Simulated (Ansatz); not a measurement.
Two structures of Si₃N₃H₁₂, doublet, reached by relaxing down either side of one saddle point (PBE0-D4/def2-TZVP). Energies are electronic, without zero-point energy. Ansatz 0.2.0; basis: def2-TZVPP and def2-QZVPP; cores frozen in the correlated methods; orbitals are unrestricted. Extrapolation: Hartree–Fock as exp(−7.88 √X), correlation as X^−2.97. First:

```tsv
atom	x (Å)	y (Å)	z (Å)
Si1	0.2230	0.0630	1.0201
N2	0.0370	0.3510	-0.6733
Si3	0.2401	-0.7576	-1.9796
N4	-0.8507	1.2147	1.7544
Si5	-2.2605	1.9115	1.0399
H6	-0.1985	-1.3502	1.2738
H7	2.4291	-2.5967	-0.4119
N8	2.4424	-1.7177	0.0919
H9	-0.0207	1.3266	-0.9338
H10	-0.1710	-2.1160	-1.5497
H11	1.6257	-0.8252	-2.5258
H12	-0.6331	-0.3100	-3.1011
H13	-0.6509	1.4869	2.7043
H14	-2.9327	2.7451	2.0732
H15	-3.2096	0.8773	0.5491
H16	-1.9315	2.7913	-0.1181
H17	2.6514	-1.9248	1.0609
H18	3.2107	-1.1690	-0.2743
```

Second:

| atom | x (Å) | y (Å) | z (Å) |
| --- | --- | --- | --- |
| Si1 | 1.2699 | -0.2930 | 1.2122 |
| N2 | 0.3455 | 0.2672 | -1.8596 |
| Si3 | -0.6387 | -0.8963 | -2.6674 |
| N4 | 0.0371 | 0.8713 | 1.5140 |
| Si5 | -1.5138 | 1.0302 | 0.7676 |
| H6 | 0.5591 | -1.5093 | 0.6988 |
| H7 | 1.3073 | 0.0414 | -1.6507 |
| N8 | 2.1372 | -0.4652 | 2.6839 |
| H9 | 0.2633 | 1.2391 | -2.1149 |
| H10 | -2.0279 | -0.3717 | -2.6865 |
| H11 | -0.5706 | -2.1673 | -1.9034 |
| H12 | -0.2488 | -1.1949 | -4.0779 |
| H13 | 0.3300 | 1.6436 | 2.0977 |
| H14 | -1.9491 | -0.2956 | 0.2692 |
| H15 | -1.5568 | 2.0187 | -0.3455 |
| H16 | -2.4780 | 1.5115 | 1.7979 |
| H17 | 1.6661 | -0.5848 | 3.5680 |
| H18 | 3.0684 | -0.8447 | 2.6966 |

(1) Which bonds change from the first to the second?

(2) Give the saddle point's structure and its height above each. (Judge from chemistry; the value comes from the calculation.)

The T1 diagnostic stays at or below 0.014. ⟨S²⟩ of the unrestricted Hartree–Fock references: 0.75 to 0.76 (a pure state has 0.75).

## Answers

(1) Si₃N₂H₉ ([SiH3][NH][SiH][NH][SiH3]) + NH₃ → Si₂N₂H₇ ([NH2][SiH][NH][SiH3]) + SiNH₅ ([NH2][SiH3]); bonds formed: Si1–N8, N2–H7; bonds broken: Si1–N2, H7–N8.

(2) By the calculation: 1.354 eV above the first and 1.185 eV above the second (CCSD(T) at an estimated basis limit (MP2 extrapolated from triple and quadruple zeta, plus CCSD(T) − MP2 in triple zeta)).
Si1  (0.723, 0.134, 0.826)
N2  (1.072, -0.036, -1.045)
Si3  (-0.154, -0.746, -2.092)
N4  (-0.483, 1.440, 0.890)
Si5  (-2.147, 1.214, 1.287)
H6  (-0.247, -0.994, 1.028)
H7  (1.905, -0.773, -0.539)
N8  (2.242, -1.136, 0.752)
H9  (1.480, 0.809, -1.430)
H10  (-1.415, 0.032, -2.049)
H11  (-0.383, -2.128, -1.611)
H12  (0.360, -0.770, -3.486)
H13  (-0.126, 2.374, 1.026)
H14  (-2.369, 0.628, 2.641)
H15  (-2.802, 0.299, 0.313)
H16  (-2.837, 2.534, 1.250)
H17  (2.063, -2.072, 1.101)
H18  (3.118, -0.808, 1.137)
(Å)

Labels in which every atom is bracketed show which atoms are joined, not bond orders.

For scale, one of the runs: CCSD(T)/def2-TZVPP, 387 basis functions, launched by `ansatz run in.yaml --threads 4 --pin off --events-out ev --progress --plain --max-ram 46080MiB --backend cuda --devices 0, --max-vram 37GiB`. The run took 7.1 min on 4 CPU threads of an AMD EPYC 7R13 and a share of one NVIDIA H100 (shared host), with 1.7 GiB of host memory at its peak.
